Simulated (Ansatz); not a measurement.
Constitutional and geometric isomers with formula H6B2N2. All species are isolated molecules in the gas phase. One relaxed conformer stands for each flexible species; it need not be the lowest. Strings in code marks are SMILES.

Quantity: electronic energy of isomers of H6B2N2 relative to `BNBN` (B–N–B–N torsion 180°), in eV.

Case: `NBBN` (N–B–B–N torsion 73°). Geometry of `NBBN` (neutral, multiplicity 1, Å):

```xyz
10

N      1.7589     0.1318     0.4059
B      0.6173    -0.6448     0.6239
B     -0.8642    -0.3352    -0.1273
N     -1.6866     0.7396     0.2226
H      2.6538    -0.0654     0.8259
H      1.7823     0.9253    -0.2150
H      0.7651    -1.5725     1.3805
H     -1.2946    -1.0465    -1.0012
H     -2.5857     0.9123    -0.1994
H     -1.4589     1.4016     0.9476
```

Task: Estimate the electronic energy of isomers of H6B2N2 relative to `BNBN` (B–N–B–N torsion 180°) that frozen-core MP2/cc-pVTZ // r2SCAN-D4/def2-TZVP (Ansatz, a quantum-chemistry and plane-wave program) returns for this input.

Result: 1.15 eV.
